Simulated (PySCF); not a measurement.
SMILES C[CH2][Sn]([CH3])([F])[F], PBE0/def2-SVP optimised geometry.

```
14

C     -1.90     0.83     1.35
C     -1.22     0.62     0.00
Sn     0.12    -1.06     0.00
C      2.25    -1.06     0.00
F     -0.41    -2.20    -1.48
F     -0.41    -2.11     1.55
H     -1.18     1.13     2.13
H     -2.40    -0.08     1.71
H     -2.65     1.63     1.28
H     -0.66     1.50    -0.34
H     -1.95     0.37    -0.79
H      2.65    -0.04     0.05
H      2.58    -1.63     0.88
H      2.59    -1.55    -0.92
```

Density from PBE0/def2-TZVP, def2 effective core potentials past Kr (PySCF) at that geometry. The core electrons that the potentials of Sn replace are not part of the density.

Minimum of the electron density along straight lines between bonded atoms, close to the bond critical point (lines longer than 1.1 times the sum of covalent radii, or with two minima, are not listed):

```json
[
 {"bond": "C1–C2", "length / Å": "1.523", "ρ at the minimum / e bohr⁻³": "0.243", "∇²ρ there / e bohr⁻⁵": "-0.59", "position (fraction from the first atom)": "0.49"},
 {"bond": "C2–Sn3", "length / Å": "2.145", "ρ at the minimum / e bohr⁻³": "0.108", "∇²ρ there / e bohr⁻⁵": "0.08", "position (fraction from the first atom)": "0.49"},
 {"bond": "Sn3–C4", "length / Å": "2.130", "ρ at the minimum / e bohr⁻³": "0.109", "∇²ρ there / e bohr⁻⁵": "0.10", "position (fraction from the first atom)": "0.51"},
 {"bond": "Sn3–F5", "length / Å": "1.944", "ρ at the minimum / e bohr⁻³": "0.116", "∇²ρ there / e bohr⁻⁵": "0.57", "position (fraction from the first atom)": "0.52"},
 {"bond": "Sn3–F6", "length / Å": "1.945", "ρ at the minimum / e bohr⁻³": "0.115", "∇²ρ there / e bohr⁻⁵": "0.57", "position (fraction from the first atom)": "0.52"},
 {"bond": "C1–H7", "length / Å": "1.101", "ρ at the minimum / e bohr⁻³": "0.272", "∇²ρ there / e bohr⁻⁵": "-0.92", "position (fraction from the first atom)": "0.64"},
 {"bond": "C1–H8", "length / Å": "1.100", "ρ at the minimum / e bohr⁻³": "0.275", "∇²ρ there / e bohr⁻⁵": "-0.93", "position (fraction from the first atom)": "0.64"},
 {"bond": "C1–H9", "length / Å": "1.102", "ρ at the minimum / e bohr⁻³": "0.271", "∇²ρ there / e bohr⁻⁵": "-0.91", "position (fraction from the first atom)": "0.64"},
 {"bond": "C2–H10", "length / Å": "1.101", "ρ at the minimum / e bohr⁻³": "0.271", "∇²ρ there / e bohr⁻⁵": "-0.90", "position (fraction from the first atom)": "0.64"},
 {"bond": "C2–H11", "length / Å": "1.101", "ρ at the minimum / e bohr⁻³": "0.271", "∇²ρ there / e bohr⁻⁵": "-0.90", "position (fraction from the first atom)": "0.65"},
 {"bond": "C4–H12", "length / Å": "1.098", "ρ at the minimum / e bohr⁻³": "0.270", "∇²ρ there / e bohr⁻⁵": "-0.90", "position (fraction from the first atom)": "0.64"},
 {"bond": "C4–H13", "length / Å": "1.099", "ρ at the minimum / e bohr⁻³": "0.270", "∇²ρ there / e bohr⁻⁵": "-0.90", "position (fraction from the first atom)": "0.65"},
 {"bond": "C4–H14", "length / Å": "1.098", "ρ at the minimum / e bohr⁻³": "0.270", "∇²ρ there / e bohr⁻⁵": "-0.90", "position (fraction from the first atom)": "0.65"}
]
```
